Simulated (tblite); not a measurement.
A geometry optimisation, step by step.

Compound: C₆H₆NO (doublet state).
Numbering: `[CH2:1]=[C:2][c:3]1[n:4][c:5]([CH3:6])[cH:7][o:8]1` (hydrogens: H9, H10 on C1; H11, H12, H13 on C6; H14 on C7)
Bond orders are those of one Lewis drawing.

Computed with GFN2-xTB (tblite), gas phase: L-BFGS steps from a force-field or distance-geometry start until the largest atomic force falls under 0.01 eV/Å. 14 of its 89 geometries are shown.

Step 0: E = -619.5357 eV, largest atomic force 1.992 eV/Å
```
atom  x, y, z in Å  |  force x, y, z in eV/Å
C1      1.704   -1.964   -2.414   -0.924   0.657   0.787
C2      1.161   -1.208   -1.503   -0.239   0.138   0.297
C3      0.590   -0.401   -0.490    0.073  -0.643  -1.100
N4     -0.701   -0.211   -0.267    1.646   0.573   0.964
C5     -0.712    0.654    0.814    0.402  -0.140  -0.496
C6     -1.987    1.123    1.391   -0.270   0.147   0.624
C7      0.584    0.965    1.158   -0.036  -0.261  -0.190
O8      1.432    0.292    0.333   -1.173   0.069   0.152
H9      1.071   -2.529   -3.090    0.226  -0.133  -0.168
H10     2.768   -2.034   -2.509    0.445  -0.202  -0.260
H11    -1.809    1.809    2.225    0.064  -0.141  -0.143
H12    -2.567    0.272    1.768    0.109   0.177  -0.187
H13    -2.584    1.648    0.650   -0.010  -0.101  -0.117
H14     1.050    1.584    1.911   -0.314  -0.140  -0.164
```

Step 7: E = -619.6430 eV, largest atomic force 0.100 eV/Å
```
atom  x, y, z in Å  |  force x, y, z in eV/Å
C1      1.684   -1.949   -2.397   -0.006  -0.016  -0.014
C2      1.131   -1.210   -1.495   -0.020  -0.059  -0.078
C3      0.600   -0.399   -0.503    0.037  -0.033  -0.012
N4     -0.667   -0.201   -0.243    0.052   0.028   0.010
C5     -0.707    0.661    0.809    0.018   0.012   0.038
C6     -1.986    1.129    1.401    0.017  -0.024  -0.023
C7      0.582    0.958    1.159   -0.014   0.044   0.027
O8      1.419    0.299    0.340   -0.079  -0.016  -0.019
H9      1.104   -2.538   -3.103   -0.018  -0.021  -0.027
H10     2.760   -2.050   -2.530    0.017   0.036   0.039
H11    -1.794    1.807    2.229   -0.002  -0.009  -0.024
H12    -2.562    0.276    1.755    0.013  -0.003   0.018
H13    -2.581    1.634    0.643    0.020   0.021   0.010
H14     1.018    1.582    1.911   -0.035   0.039   0.055
```

Step 14: E = -619.6458 eV, largest atomic force 0.045 eV/Å
```
atom  x, y, z in Å  |  force x, y, z in eV/Å
C1      1.680   -1.954   -2.401   -0.003   0.018   0.017
C2      1.109   -1.220   -1.505   -0.022  -0.007  -0.009
C3      0.605   -0.400   -0.503   -0.006  -0.022   0.003
N4     -0.661   -0.200   -0.240    0.002   0.004  -0.023
C5     -0.703    0.662    0.810    0.001  -0.026   0.006
C6     -1.983    1.127    1.401    0.015   0.007  -0.002
C7      0.584    0.962    1.160   -0.003   0.002   0.003
O8      1.422    0.301    0.343   -0.033  -0.012  -0.028
H9      1.111   -2.547   -3.113    0.032   0.008   0.012
H10     2.760   -2.040   -2.520   -0.014   0.015   0.017
H11    -1.792    1.806    2.226    0.004   0.007   0.015
H12    -2.558    0.275    1.757    0.007   0.011  -0.012
H13    -2.575    1.637    0.643   -0.008  -0.009   0.000
H14     1.002    1.589    1.921    0.029   0.004   0.001
```

Step 20: E = -619.6473 eV, largest atomic force 0.630 eV/Å
```
atom  x, y, z in Å  |  force x, y, z in eV/Å
C1      1.672   -1.933   -2.384   -0.168   0.193   0.271
C2      0.904   -1.274   -1.568    0.490  -0.277  -0.283
C3      0.570   -0.428   -0.515   -0.266   0.040  -0.233
N4     -0.686   -0.202   -0.239   -0.177  -0.010   0.237
C5     -0.693    0.648    0.817   -0.003   0.276  -0.031
C6     -1.954    1.141    1.406   -0.204   0.004   0.109
C7      0.601    0.940    1.138    0.105  -0.062  -0.067
O8      1.415    0.265    0.298    0.112  -0.079   0.048
H9      1.231   -2.571   -3.140    0.149   0.001  -0.027
H10     2.763   -1.899   -2.365   -0.058  -0.028  -0.046
H11    -1.774    1.816    2.236    0.078   0.039  -0.008
H12    -2.529    0.292    1.754   -0.149  -0.148   0.124
H13    -2.553    1.638    0.649    0.018   0.090  -0.062
H14     1.033    1.568    1.890    0.073  -0.038  -0.031
```

Step 27: E = -619.6708 eV, largest atomic force 0.231 eV/Å
```
atom  x, y, z in Å  |  force x, y, z in eV/Å
C1      1.687   -1.923   -2.374   -0.067   0.015   0.063
C2      0.904   -1.279   -1.571    0.005   0.023   0.049
C3      0.530   -0.433   -0.529    0.062  -0.046  -0.097
N4     -0.714   -0.199   -0.226   -0.173  -0.012   0.015
C5     -0.699    0.660    0.824    0.067   0.084  -0.045
C6     -1.961    1.147    1.414   -0.101  -0.031   0.058
C7      0.605    0.928    1.130    0.101   0.026  -0.026
O8      1.397    0.245    0.282    0.029  -0.103  -0.083
H9      1.256   -2.563   -3.131    0.147  -0.083  -0.121
H10     2.773   -1.882   -2.345    0.090  -0.019  -0.047
H11    -1.769    1.819    2.240   -0.009   0.104   0.069
H12    -2.537    0.295    1.755   -0.109  -0.126   0.160
H13    -2.558    1.637    0.651    0.000   0.155  -0.045
H14     1.085    1.547    1.859   -0.041   0.013   0.049
```

Step 34: E = -619.7092 eV, largest atomic force 0.099 eV/Å
```
atom  x, y, z in Å  |  force x, y, z in eV/Å
C1      1.702   -1.893   -2.335    0.057  -0.011  -0.012
C2      0.759   -1.346   -1.634    0.005   0.021   0.033
C3      0.417   -0.482   -0.581    0.033  -0.035  -0.028
N4     -0.799   -0.196   -0.217   -0.015  -0.051  -0.083
C5     -0.700    0.670    0.829   -0.046  -0.057  -0.046
C6     -1.951    1.172    1.450    0.015   0.016   0.004
C7      0.629    0.883    1.070   -0.042  -0.017  -0.023
O8      1.349    0.159    0.188   -0.019  -0.024  -0.042
H9      1.482   -2.573   -3.146    0.008   0.003   0.020
H10     2.768   -1.719   -2.172   -0.004   0.020   0.004
H11    -1.758    1.853    2.272    0.063   0.013   0.022
H12    -2.536    0.323    1.799    0.024   0.045   0.051
H13    -2.541    1.674    0.684   -0.004   0.052   0.050
H14     1.179    1.476    1.771   -0.074   0.026   0.050
```

Step 41: E = -619.7337 eV, largest atomic force 0.163 eV/Å
```
atom  x, y, z in Å  |  force x, y, z in eV/Å
C1      1.748   -1.880   -2.318   -0.023   0.081   0.101
C2      0.730   -1.395   -1.670    0.026   0.017  -0.052
C3      0.356   -0.522   -0.633   -0.016  -0.037   0.098
N4     -0.860   -0.232   -0.262    0.020   0.107  -0.010
C5     -0.744    0.639    0.782    0.010  -0.024   0.048
C6     -1.929    1.204    1.478    0.005  -0.051  -0.019
C7      0.587    0.836    1.019   -0.012   0.028  -0.015
O8      1.298    0.110    0.132   -0.001   0.025   0.057
H9      1.625   -2.579   -3.130    0.001  -0.045  -0.001
H10     2.784   -1.618   -2.093   -0.032   0.010  -0.037
H11    -1.638    1.868    2.292    0.053  -0.064  -0.140
H12    -2.527    0.389    1.880   -0.046  -0.001   0.010
H13    -2.545    1.746    0.762    0.003   0.015   0.043
H14     1.113    1.432    1.740    0.013  -0.061  -0.084
```

Step 47: E = -619.7382 eV, largest atomic force 0.044 eV/Å
```
atom  x, y, z in Å  |  force x, y, z in eV/Å
C1      1.753   -1.873   -2.310   -0.018   0.013   0.009
C2      0.725   -1.395   -1.676    0.029  -0.024  -0.013
C3      0.347   -0.529   -0.634   -0.003   0.017  -0.019
N4     -0.869   -0.230   -0.272    0.004   0.000   0.003
C5     -0.752    0.633    0.776    0.007   0.005  -0.007
C6     -1.929    1.201    1.478    0.006   0.010  -0.005
C7      0.579    0.831    1.012   -0.001  -0.017   0.027
O8      1.289    0.099    0.131   -0.005  -0.005   0.019
H9      1.645   -2.581   -3.117   -0.007  -0.028   0.013
H10     2.786   -1.597   -2.088   -0.016   0.039  -0.012
H11    -1.605    1.862    2.277    0.002  -0.005   0.013
H12    -2.536    0.399    1.894    0.003   0.009  -0.011
H13    -2.547    1.759    0.778   -0.011  -0.013  -0.015
H14     1.115    1.421    1.727    0.010  -0.001  -0.002
```

Step 54: E = -619.7472 eV, largest atomic force 0.373 eV/Å
```
atom  x, y, z in Å  |  force x, y, z in eV/Å
C1      1.744   -1.857   -2.303    0.176  -0.109  -0.096
C2      0.689   -1.430   -1.681   -0.243   0.094   0.267
C3      0.330   -0.530   -0.663   -0.008  -0.093  -0.015
N4     -0.879   -0.186   -0.315   -0.070   0.007   0.038
C5     -0.749    0.631    0.766   -0.037   0.064  -0.065
C6     -1.920    1.214    1.468   -0.003  -0.001   0.088
C7      0.586    0.762    1.040   -0.023   0.079  -0.159
O8      1.281    0.023    0.153    0.008  -0.082  -0.035
H9      1.720   -2.676   -3.014    0.067   0.162   0.192
H10     2.709   -1.381   -2.122    0.086  -0.047  -0.295
H11    -1.571    1.856    2.274   -0.098   0.089  -0.096
H12    -2.539    0.428    1.898    0.056  -0.083  -0.030
H13    -2.553    1.764    0.771    0.158   0.039   0.065
H14     1.151    1.381    1.707   -0.069  -0.119   0.141
```

Step 61: E = -620.0615 eV, largest atomic force 0.747 eV/Å
```
atom  x, y, z in Å  |  force x, y, z in eV/Å
C1      1.719   -1.893   -2.356    0.450   0.177  -0.570
C2      0.915   -1.396   -1.482   -0.051   0.219   0.010
C3      0.470   -0.463   -0.603    0.185  -0.049   0.111
N4     -0.768   -0.013   -0.427   -0.006  -0.335   0.354
C5     -0.735    0.676    0.735    0.158   0.050  -0.082
C6     -1.934    1.203    1.424   -0.015   0.107  -0.199
C7      0.565    0.732    1.184   -0.228  -0.128  -0.097
O8      1.342   -0.023    0.383   -0.214   0.164  -0.016
H9      1.685   -2.917   -2.698    0.098  -0.017   0.220
H10     2.462   -1.258   -2.873   -0.457  -0.281   0.037
H11    -1.640    1.865    2.229    0.014   0.092   0.086
H12    -2.548    0.402    1.829    0.110  -0.101  -0.031
H13    -2.531    1.733    0.700   -0.302   0.251  -0.133
H14     0.996    1.351    1.934    0.261  -0.149   0.310
```

Step 68: E = -620.2646 eV, largest atomic force 0.413 eV/Å
```
atom  x, y, z in Å  |  force x, y, z in eV/Å
C1      1.712   -1.884   -2.427    0.017  -0.034  -0.097
C2      1.078   -1.260   -1.491    0.201  -0.040  -0.105
C3      0.563   -0.471   -0.527   -0.027   0.171  -0.075
N4     -0.706   -0.067   -0.378   -0.084   0.005   0.042
C5     -0.730    0.695    0.736    0.114  -0.038   0.012
C6     -1.974    1.241    1.359    0.218  -0.108   0.022
C7      0.551    0.753    1.249   -0.044  -0.024  -0.005
O8      1.380    0.025    0.475   -0.126  -0.068  -0.045
H9      1.753   -2.974   -2.497   -0.001   0.353   0.100
H10     2.233   -1.359   -3.238   -0.287  -0.161   0.250
H11    -1.710    1.891    2.192    0.025   0.048  -0.085
H12    -2.522    0.390    1.764   -0.189   0.070  -0.087
H13    -2.615    1.785    0.662    0.238  -0.226   0.009
H14     0.986    1.237    2.098   -0.054   0.053   0.063
```

Step 74: E = -620.3176 eV, largest atomic force 0.250 eV/Å
```
atom  x, y, z in Å  |  force x, y, z in eV/Å
C1      1.671   -1.869   -2.449   -0.055  -0.031   0.219
C2      1.139   -1.181   -1.498    0.061   0.024  -0.053
C3      0.617   -0.432   -0.509    0.004  -0.030  -0.036
N4     -0.663   -0.068   -0.358   -0.040   0.045  -0.011
C5     -0.701    0.673    0.766   -0.026  -0.108   0.072
C6     -1.959    1.211    1.342   -0.083   0.049  -0.073
C7      0.568    0.751    1.295   -0.020  -0.111  -0.011
O8      1.414    0.050    0.511    0.060   0.087  -0.024
H9      1.754   -2.950   -2.393   -0.018   0.056  -0.047
H10     2.070   -1.419   -3.348   -0.025   0.020  -0.026
H11    -1.750    1.908    2.147    0.059  -0.076   0.101
H12    -2.572    0.388    1.704    0.036  -0.028   0.124
H13    -2.549    1.723    0.592    0.008   0.067  -0.241
H14     0.960    1.214    2.175    0.038   0.036   0.005
```

Step 81: E = -620.3301 eV, largest atomic force 0.040 eV/Å
```
atom  x, y, z in Å  |  force x, y, z in eV/Å
C1      1.652   -1.866   -2.445   -0.018   0.007   0.025
C2      1.168   -1.140   -1.498    0.020  -0.018  -0.029
C3      0.645   -0.410   -0.500    0.009  -0.010   0.003
N4     -0.641   -0.067   -0.350    0.000  -0.009   0.004
C5     -0.695    0.651    0.787   -0.010  -0.008   0.007
C6     -1.965    1.199    1.324   -0.006   0.005   0.008
C7      0.571    0.742    1.321   -0.003   0.000  -0.011
O8      1.434    0.079    0.523    0.007   0.019   0.001
H9      1.716   -2.945   -2.372   -0.001   0.000  -0.007
H10     2.018   -1.444   -3.373    0.005   0.009   0.000
H11    -1.766    1.893    2.135    0.009   0.019   0.006
H12    -2.584    0.385    1.697   -0.022  -0.002  -0.007
H13    -2.514    1.702    0.532    0.001  -0.005  -0.001
H14     0.960    1.220    2.196    0.008  -0.005   0.001
```

Step 88: E = -620.3304 eV, largest atomic force 0.010 eV/Å
```
atom  x, y, z in Å  |  force x, y, z in eV/Å
C1      1.651   -1.866   -2.446    0.003   0.002  -0.003
C2      1.171   -1.140   -1.498   -0.005  -0.003   0.005
C3      0.647   -0.410   -0.499   -0.003  -0.004   0.001
N4     -0.640   -0.072   -0.347   -0.003  -0.007   0.004
C5     -0.696    0.646    0.789    0.000  -0.001   0.000
C6     -1.966    1.198    1.325    0.002   0.001  -0.004
C7      0.571    0.744    1.320    0.002  -0.001   0.000
O8      1.436    0.084    0.522    0.001   0.002   0.004
H9      1.710   -2.946   -2.376    0.003   0.009  -0.003
H10     2.022   -1.442   -3.370   -0.003  -0.002   0.000
H11    -1.765    1.895    2.134   -0.001  -0.003  -0.002
H12    -2.591    0.388    1.697    0.001   0.004   0.001
H13    -2.513    1.701    0.531    0.003   0.002  -0.002
H14     0.961    1.221    2.196    0.000   0.001   0.000
```

**Question.** Summarise the path.

**Answer.** The energy falls by 0.7947 eV from step 0 to step 88; nine tenths of that is first reached at step 67. It rises by more than 0.2 meV at steps 20, 23 and 26. The largest force goes from 1.992 to 0.010 eV/Å. Among the bonds C2–C3 changes most, from 1.415 to 1.343 Å; the atoms move by 0.477 Å rms after alignment.

**Question.** Follow the three bonds and two angles with the largest change from start to end.

**Answer.** 
```csv
step,E above end (eV),largest force (eV/Å),C2–C3 (Å),N4–C5 (Å),C3–N4 (Å),H9–C1–H10 (°),N4–C3–O8 (°)
0,0.7947,1.992,1.415,1.384,1.323,119.4,115.3
4,0.6922,0.160,1.387,1.362,1.308,115.1,112.0
8,0.6865,0.086,1.387,1.361,1.308,113.2,112.3
11,0.6852,0.046,1.390,1.361,1.308,113.6,112.0
15,0.6844,0.055,1.389,1.360,1.308,113.8,112.2
19,0.6811,0.163,1.386,1.359,1.306,114.6,112.4
23,0.6832,1.333,1.401,1.356,1.301,117.2,112.4
27,0.6596,0.231,1.393,1.357,1.302,116.1,112.3
31,0.6311,0.557,1.397,1.361,1.305,114.3,112.3
34,0.6212,0.099,1.404,1.361,1.302,114.3,112.1
38,0.6098,0.249,1.407,1.364,1.303,114.2,112.2
42,0.5949,0.092,1.406,1.363,1.304,114.7,112.3
46,0.5925,0.043,1.406,1.363,1.303,114.5,112.5
50,0.5913,0.055,1.407,1.363,1.303,114.3,112.4
54,0.5832,0.373,1.407,1.361,1.304,117.2,112.2
57,0.5167,0.909,1.377,1.355,1.321,124.4,112.4
61,0.2690,0.747,1.357,1.351,1.330,114.6,112.5
65,0.1300,0.483,1.358,1.351,1.341,113.8,111.5
69,0.0573,0.335,1.345,1.348,1.338,114.3,111.8
73,0.0215,0.306,1.346,1.347,1.340,115.3,111.8
77,0.0019,0.105,1.342,1.346,1.340,115.5,112.0
80,0.0004,0.029,1.343,1.345,1.339,115.3,112.0
84,0.0001,0.020,1.343,1.346,1.340,115.1,112.0
88,0.0000,0.010,1.343,1.346,1.340,115.3,112.0
```

What follows is the cost of the whole relaxation. The run took 0.81 s of wall time on one thread of an Arm Neoverse N1, shared host with 64 logical CPUs at a one-minute load of 61.
